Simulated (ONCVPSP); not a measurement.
# Cs: variants of one ONCV potential

Base potential:

Cs (Z = 55), optimised norm-conserving Vanderbilt (ONCV), made with ONCVPSP 4.0.1 (PBE, scalar-relativistic). Core [Kr] 4d10, reference 5s2 5p6 6s1. Waves: 5s+6s: rc 3.40 bohr, ncon 4, nbas 8, qcut 3.2 1/bohr, 2 projectors; 5p: rc 1.90 bohr, ncon 5, nbas 9, qcut 4 1/bohr, 2 projectors, debl 3.8 Ha; d scattering state at 0.28 Ha: rc 3.70 bohr, ncon 4, nbas 8, qcut 3 1/bohr, 3 projectors, debl 1.6 Ha. Local part: polynomial inside 1.35 bohr (lpopt 4, dvloc0 3 Ha). Core correction: Teter function, fcfact 4.5, rcfact 1.1.

In the d channel the program set the typed energies aside and used 0.050, 1.650, 3.250 Ha.

Cutoffs, loose and tight: the cutoffs (Ha) at which the residual kinetic energy of the hardest occupied pseudo-wave falls to 1 and 0.1 mHa per electron. They do not see the model core or the augmentation charge, which bear on the density cutoff. Test errors are all-electron minus pseudo excitation energies from the reference, over the configurations 5s2 5p6 6s0; 5s2 5p6 6s0.5; 5s2 5p6 6s0 6p1; 5s1 5p6 6s1. A dash means not determined; rows that change the core or the reference have their own tests.

| change | outcome | cutoff, loose | cutoff, tight | bound ghosts | GHOST(+) flags above zero | largest test error (meV) |
| --- | --- | --- | --- | --- | --- | --- |
| base | generated, projector energies reset by the program | 19 Ha | 61 Ha | none | s, d | -351 |
| s: nbas 7 | generated, projector energies reset by the program | 19 Ha | 61 Ha | none | s, d | -348 |
| p: debl 1.2 | generated, projector energies reset by the program | 19 Ha | 61 Ha | none | s, d | -351 |
| core correction Teter function, fcfact 4.5, rcfact 1.54 | generated, projector energies reset by the program | 19 Ha | 61 Ha | none | s, d | -370 |
| core correction polynomial model core, fcfact 0.6 | generated, projector energies reset by the program | 19 Ha | 61 Ha | none | s, d | -378 |
| s: qcut 2.9; p: qcut 3.6; d: qcut 2.7 | generated, projector energies reset by the program | 33 Ha | 65 Ha | none | s, d | -351 |

(1) What comes out with this change to the base: p: rc 1.66?

## Answers

(1) outcome: generated, projector energies reset by the program; cutoff, loose: 18 Ha; cutoff, tight: 81 Ha; bound ghosts: none; GHOST(+) flags above zero: s, d; largest test error (meV): -351.
